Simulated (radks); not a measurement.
Results of a calculation; reference values are marked as such.
The strontium ion Sr4+, 34 electrons, occupied as [Ar] 3d10 4s2 4p4.

Code: a radial shooting solver on a logarithmic mesh with Libxc functionals. Model: Dirac Kohn-Sham, PBE, spin-unpolarised, spherical densities, finite nucleus; open shells fill j = l - 1/2 first; Fermi nuclear charge, rms radius 4.224 fm.

Energy parts (eV):
part                       energy
total                  -86409.265
kinetic                 89014.471
electron-nucleus      -206935.894
Hartree                 34333.415
exchange-correlation    -2821.257

Orbitals (lengths in bohr, moments of r in powers of bohr):
| orbital | occ. | eigenvalue (eV) | <r^4> | <r^2> | <r> |
|---|---|---|---|---|---|
| 1s1/2 | 2 | -15979.57 | 0.00001103 | 0.002067 | 0.03916 |
| 2s1/2 | 2 | -2205.030 | 0.002119 | 0.03501 | 0.1722 |
| 2p1/2 | 2 | -2011.127 | 0.001435 | 0.02669 | 0.1475 |
| 2p3/2 | 4 | -1942.702 | 0.001573 | 0.02809 | 0.1516 |
| 3s1/2 | 2 | -381.1799 | 0.1207 | 0.2774 | 0.4915 |
| 3p1/2 | 2 | -310.7248 | 0.1315 | 0.2813 | 0.4908 |
| 3p3/2 | 4 | -300.2139 | 0.1426 | 0.2931 | 0.5011 |
| 3d3/2 | 4 | -176.5517 | 0.1795 | 0.2976 | 0.4944 |
| 3d5/2 | 6 | -174.7122 | 0.1844 | 0.3019 | 0.4980 |
| 4s1/2 | 2 | -84.0268 | 5.395 | 1.904 | 1.299 |
| 4p1/2 | 2 | -65.4797 | 8.188 | 2.314 | 1.427 |
| 4p3/2 | 2 | -64.0829 | 8.747 | 2.394 | 1.452 |

The highest occupied level is 4p3/2 at -64.083 eV. The density falls to 0.001 e/bohr^3 at r = 2.99 bohr.
